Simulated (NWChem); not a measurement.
System: CH$_{6}$FNSi$_{2}$; SMILES [SiH2]1C(F)[SiH2]N1

NWChem input:

```
start job
memory heap 200 mb stack 900 mb global 1100 mb
geometry units angstroms noautoz
  F     -0.317166     2.076745     0.000000
  C      0.482023     0.923190     0.000000
  Si     0.021298    -0.395714     1.325958
  N     -0.242060    -1.507190     0.000000
  Si     0.021298    -0.395714    -1.325958
  H      1.533874     1.233127     0.000000
  H      1.101979    -0.807181     2.269751
  H     -1.178609    -0.036278     2.131072
  H     -0.516480    -2.480276     0.000000
  H     -1.178609    -0.036278    -2.131072
  H      1.101979    -0.807181    -2.269751
end
basis spherical
  * library 6-31+g*
end
dft
  xc xpbe96 cpbe96
  iterations 150
end
tddft
  cis
  nroots 6
  notriplet
end
task tddft energy
```

Parts of the log:

```
             Northwest Computational Chemistry Package (NWChem) 7.3.0
             --------------------------------------------------------

 CS  symmetry detected

                             Geometry "geometry" -> ""
                             -------------------------

 Output coordinates in angstroms (scale by  1.889725989 to convert to a.u.)

  No.       Tag          Charge          X              Y              Z
 ---- ---------------- ---------- -------------- -------------- --------------
    1 F                    9.0000    -0.29769044    -2.08506160     0.00000000
    2 C                    6.0000     0.49263476    -0.92541584     0.00000000
    3 Si                  14.0000     0.02181580     0.38991864     1.32595800
    4 N                    7.0000    -0.25005232     1.49934374     0.00000000
    5 Si                  14.0000     0.02181580     0.38991864    -1.32595800
    6 H                    1.0000     1.54683009    -1.22728282     0.00000000
    7 H                    1.0000     1.09931176     0.80965541     2.26975100
    8 H                    1.0000    -1.17530141     0.02129764     2.13107200
    9 H                    1.0000    -0.53192156     2.47029813     0.00000000
   10 H                    1.0000    -1.17530141     0.02129764    -2.13107200
   11 H                    1.0000     1.09931176     0.80965541    -2.26975100

 Effective nuclear repulsion energy (a.u.)     299.0934212769

      Symmetry information
      --------------------

 Group name             Cs
 Group number              2
 Group order               2
 No. of unique centers     8

  pbe96 is a nonlocal functional; adding pw91lda local functional.

                                 NWChem DFT Module
                                 -----------------

 Summary of "ao basis" -> "ao basis" (spherical)
 ------------------------------------------------------------------------------
       Tag                 Description            Shells   Functions and Types
 ---------------- ------------------------------  ------  ---------------------
 F                          6-31+g*                  8       18   4s3p1d
 C                          6-31+g*                  8       18   4s3p1d
 Si                         6-31+g*                 10       22   5s4p1d
 N                          6-31+g*                  8       18   4s3p1d
 H                          6-31+g*                  2        2   2s

      Symmetry analysis of basis
      --------------------------

        a'         69
        a"         41

            General Information
            -------------------
          SCF calculation type: DFT
          Wavefunction type:  closed shell.
          No. of atoms     :    11
          No. of electrons :    56
           Alpha electrons :    28
            Beta electrons :    28
          Charge           :     0
          Spin multiplicity:     1
          Use of symmetry is: off; symmetry adaption is: on
          Maximum number of iterations: 150
          AO basis - number of functions:   110
                     number of shells:    56
          Convergence on energy requested:  1.00D-06
          Convergence on density requested:  1.00D-05
          Convergence on gradient requested:  5.00D-04

              XC Information
              --------------
          PerdewBurkeErnzerhof Exchange Functional  1.000
            Perdew 1991 LDA Correlation Functional  1.000 local
           PerdewBurkeErnz. Correlation Functional  1.000 non-local

             Grid Information
             ----------------
          Grid used for XC integration:  medium
          Radial quadrature: Mura-Knowles
          Angular quadrature: Lebedev.
          Tag              B.-S. Rad. Rad. Pts. Rad. Cut. Ang. Pts.
          ---              ---------- --------- --------- ---------
          F                   0.50       49          12.0       434
          C                   0.70       49          12.0       434
          Si                  1.10       88          13.0       590
          N                   0.65       49          11.0       434
          H                   0.35       45          12.0       434
          Grid pruning is: on
          Number of quadrature shells:   593
          Spatial weights used:  Erf1

      Superposition of Atomic Density Guess
      -------------------------------------

 Sum of atomic energies:        -771.96234115

      Non-variational initial energy
      ------------------------------

 Total energy =    -774.113354
 1-e energy   =   -1662.713537
 2-e energy   =     589.506761
 HOMO         =      -0.295639
 LUMO         =      -0.010844

      Symmetry analysis of molecular orbitals - initial
      -------------------------------------------------

  Numbering of irreducible representations:

     1 a'          2 a"

  Orbital symmetries:

     1 a'          2 a"          3 a'          4 a'          5 a'
     6 a'          7 a"          8 a'          9 a"         10 a'
    11 a"         12 a'         13 a"         14 a'         15 a'
    16 a'         17 a"         18 a'         19 a'         20 a"
    21 a'         22 a'         23 a'         24 a"         25 a"
    26 a'         27 a'         28 a"         29 a'         30 a'
    31 a'         32 a"         33 a'         34 a"         35 a'
    36 a'         37 a"         38 a'

 !! scf_movecs_sym_adapt:   30 vectors were symmetry contaminated

  Symmetry fudging

   convergence    iter        energy       DeltaE   RMS-Dens  Diis-err
 ---------------- ----- ----------------- --------- --------- ---------
 d= 0,ls=0.0,diis     1   -774.6641915589 -1.07D+03  1.61D-02  8.22D-01

 !! scf_movecs_sym_adapt:   27 vectors were symmetry contaminated

  Symmetry fudging
 d= 0,ls=0.0,diis     2   -774.4843010476  1.80D-01  1.08D-02  2.63D+00

 !! scf_movecs_sym_adapt:   26 vectors were symmetry contaminated

  Symmetry fudging
 d= 0,ls=0.0,diis     3   -774.7497248188 -2.65D-01  2.23D-03  6.07D-02

 !! scf_movecs_sym_adapt:   26 vectors were symmetry contaminated

  Symmetry fudging
 d= 0,ls=0.0,diis     4   -774.7557103983 -5.99D-03  8.58D-04  2.91D-03

 !! scf_movecs_sym_adapt:   22 vectors were symmetry contaminated

  Symmetry fudging
 d= 0,ls=0.0,diis     5   -774.7560026742 -2.92D-04  2.77D-04  1.85D-03

 !! scf_movecs_sym_adapt:   12 vectors were symmetry contaminated

  Symmetry fudging
  Resetting Diis
 d= 0,ls=0.0,diis     6   -774.7561925369 -1.90D-04  6.19D-05  4.65D-05

 !! scf_movecs_sym_adapt:    2 vectors were symmetry contaminated

  Symmetry fudging
 d= 0,ls=0.0,diis     7   -774.7561973259 -4.79D-06  4.94D-05  6.16D-06

 !! scf_movecs_sym_adapt:    2 vectors were symmetry contaminated

  Symmetry fudging
 d= 0,ls=0.0,diis     8   -774.7561956797  1.65D-06  3.31D-05  1.93D-05

 !! scf_movecs_sym_adapt:    2 vectors were symmetry contaminated

  Symmetry fudging
 d= 0,ls=0.0,diis     9   -774.7561980756 -2.40D-06  4.93D-06  3.52D-07

 !! scf_movecs_sym_adapt:    2 vectors were symmetry contaminated

  Symmetry fudging
 d= 0,ls=0.0,diis    10   -774.7561981169 -4.13D-08  1.31D-06  1.75D-08

         Total DFT energy =     -774.756198116909
      One electron energy =    -1666.701553433643
           Coulomb energy =      659.231426198445
    Exchange-Corr. energy =      -66.379492158595
 Nuclear repulsion energy =      299.093421276884

 Numeric. integr. density =       55.999989310359

                  Occupations of the irreducible representations
                  ----------------------------------------------

                     irrep           alpha         beta
                     --------     --------     --------
                     a'               18.0         18.0
                     a"               10.0         10.0

                       DFT Final Molecular Orbital Analysis
                       ------------------------------------

 Vector   26  Occ=2.000000D+00  E=-2.796464D-01  Symmetry=a'
              MO Center=  1.4D-01, -1.1D+00,  5.7D-11, r^2= 2.5D+00
   Bfn.  Coefficient  Atom+Function         Bfn.  Coefficient  Atom+Function
  ----- ------------  ---------------      ----- ------------  ---------------
     3      0.374419   1 F  px                4     -0.295368   1 F  py
     7      0.244216   1 F  px               21     -0.229368   2 C  px
    22      0.218197   2 C  py              100     -0.203636   6 H  s
    99     -0.197872   6 H  s                 8     -0.190703   1 F  py
    62      0.151505   4 N  py               44     -0.134171   3 Si py

[...]

                                NWChem TDDFT Module
                                -------------------

            General Information
            -------------------
           No. of orbitals :     220
            Alpha orbitals :     110
             Beta orbitals :     110
        Alpha frozen cores :       0
         Beta frozen cores :       0
     Alpha frozen virtuals :       0
      Beta frozen virtuals :       0
         Spin multiplicity :       1
    Number of AO functions :     110
        Use of symmetry is : off
      Symmetry adaption is : on
         Schwarz screening :  0.10D-07

              XC Information
              --------------
   PerdewBurkeErnzerhof Exchange Functional   1.00
     Perdew 1991 LDA Correlation Functional   1.00 local
    PerdewBurkeErnz. Correlation Functional   1.00 non-local

             TDDFT Information
             -----------------
          Calculation type : Tamm-Dancoff TDDFT
         Wavefunction type : Restricted singlets
          No. of electrons :      56
           Alpha electrons :      28
            Beta electrons :      28
              No. of roots :       6
          Max subspacesize :    5200
            Max iterations :     100
               Target root :       1
           Target symmetry : none
      Symmetry restriction : off
                 Algorithm : Optimal
        Davidson threshold :  0.10D-03

    6 smallest eigenvalue differences (eV)
--------------------------------------------------------
  No. Spin  Occ  Vir  Irrep   E(Occ)    E(Vir)   E(Diff)
--------------------------------------------------------
    1    1   28   29 a'       -0.231    -0.056     4.747
    2    1   27   29 a"       -0.236    -0.056     4.889
    3    1   28   30 a'       -0.231    -0.017     5.815
    4    1   28   31 a'       -0.231    -0.015     5.870
    5    1   27   30 a"       -0.236    -0.017     5.957
    6    1   27   31 a"       -0.236    -0.015     6.012
--------------------------------------------------------

  Entering Davidson iterations
  Restricted singlet excited states

  Iter   NTrls   NConv    DeltaV     DeltaE      Time
  ----  ------  ------  ---------  ---------  ---------
    1      6       0     0.12E+00   0.10+100       19.9
    2     12       0     0.63E-01   0.82E-02       15.9
    3     18       0     0.31E-01   0.34E-02       10.4
    4     24       2     0.84E-02   0.94E-03       10.7
    5     28       4     0.13E-01   0.26E-02        8.1
    6     30       4     0.22E-02   0.20E-03        6.0
    7     32       4     0.22E-03   0.62E-05        7.8
    8     34       6     0.55E-04   0.58E-07        6.5
  ----  ------  ------  ---------  ---------  ---------
  Convergence criterion met

  Ground state a'       -774.756198116909 a.u.

  ----------------------------------------------------------------------------
  Root   1 singlet a'             0.177802877 a.u.                4.8383 eV
  ----------------------------------------------------------------------------
     Transition Moments    X -0.18440   Y -0.00140   Z  0.00000
     Dipole Oscillator Strength                    0.0040310456
     Electric Quadrupole                           0.0000000059
     Magnetic Dipole                               0.0000012653
     Total Oscillator Strength                     0.0040323168

     Occ.   28  a'  ---  Virt.   29  a'      -0.99811
  ----------------------------------------------------------------------------
  Root   2 singlet a"             0.185252201 a.u.                5.0410 eV
  ----------------------------------------------------------------------------
     Transition Moments    X  0.00000   Y -0.00000   Z  0.60561
     Dipole Oscillator Strength                    0.0452957701
     Electric Quadrupole                           0.0000000755
     Magnetic Dipole                               0.0000019104
     Total Oscillator Strength                     0.0452977559

     Occ.   24  a"  ---  Virt.   29  a'      -0.05886
     Occ.   27  a"  ---  Virt.   29  a'       0.99220
  ----------------------------------------------------------------------------
  Root   3 singlet a'             0.215021464 a.u.                5.8510 eV
  ----------------------------------------------------------------------------
     Transition Moments    X -0.22809   Y -0.00335   Z -0.00000
     Dipole Oscillator Strength                    0.0074595686
     Electric Quadrupole                           0.0000000585
     Magnetic Dipole                               0.0000001233
     Total Oscillator Strength                     0.0074597505

     Occ.   28  a'  ---  Virt.   30  a'       0.76054
     Occ.   28  a'  ---  Virt.   31  a'       0.64752
  ----------------------------------------------------------------------------
  Root   4 singlet a"             0.221295847 a.u.                6.0218 eV
  ----------------------------------------------------------------------------
     Transition Moments    X  0.00000   Y -0.00000   Z -0.20282
     Dipole Oscillator Strength                    0.0060686450
     Electric Quadrupole                           0.0000000341
     Magnetic Dipole                               0.0000002680
     Total Oscillator Strength                     0.0060689471

     Occ.   27  a"  ---  Virt.   30  a'      -0.86639
     Occ.   27  a"  ---  Virt.   31  a'      -0.49457
  ----------------------------------------------------------------------------
  Root   5 singlet a'             0.224402465 a.u.                6.1063 eV
  ----------------------------------------------------------------------------
     Transition Moments    X  0.00638   Y -0.18653   Z  0.00000
     Dipole Oscillator Strength                    0.0052110036
     Electric Quadrupole                           0.0000001170
     Magnetic Dipole                               0.0000000061
     Total Oscillator Strength                     0.0052111267

     Occ.   24  a"  ---  Virt.   33  a"       0.05571
     Occ.   26  a'  ---  Virt.   29  a'       0.48111
     Occ.   28  a'  ---  Virt.   30  a'      -0.54967
     Occ.   28  a'  ---  Virt.   31  a'       0.65764
     Occ.   28  a'  ---  Virt.   34  a'      -0.07297
     Occ.   28  a'  ---  Virt.   36  a'       0.05152
     Occ.   28  a'  ---  Virt.   40  a'      -0.07821
  ----------------------------------------------------------------------------
  Root   6 singlet a'             0.226375625 a.u.                6.1600 eV
  ----------------------------------------------------------------------------
     Transition Moments    X  0.08554   Y  0.13676   Z  0.00000
     Dipole Oscillator Strength                    0.0039270459
     Electric Quadrupole                           0.0000001395
     Magnetic Dipole                               0.0000000135
     Total Oscillator Strength                     0.0039271989

     Occ.   26  a'  ---  Virt.   29  a'       0.86990
     Occ.   27  a"  ---  Virt.   32  a"       0.05144
     Occ.   28  a'  ---  Virt.   30  a'       0.30850
     Occ.   28  a'  ---  Virt.   31  a'      -0.35264
     Occ.   28  a'  ---  Virt.   34  a'       0.06143
     Occ.   28  a'  ---  Virt.   40  a'       0.05416

              Target root =      1
          Target symmetry = none
      Ground state energy =   -774.756198116909
        Excitation energy =      0.177802877409
     Excited state energy =   -774.578395239500

  stored tddft:energy   -774.57839523950042
```

Level: PBE/6-31+G* (spherical d), TDA. Coordinates come from a B3LYP/6-31G* (spherical d) optimisation.
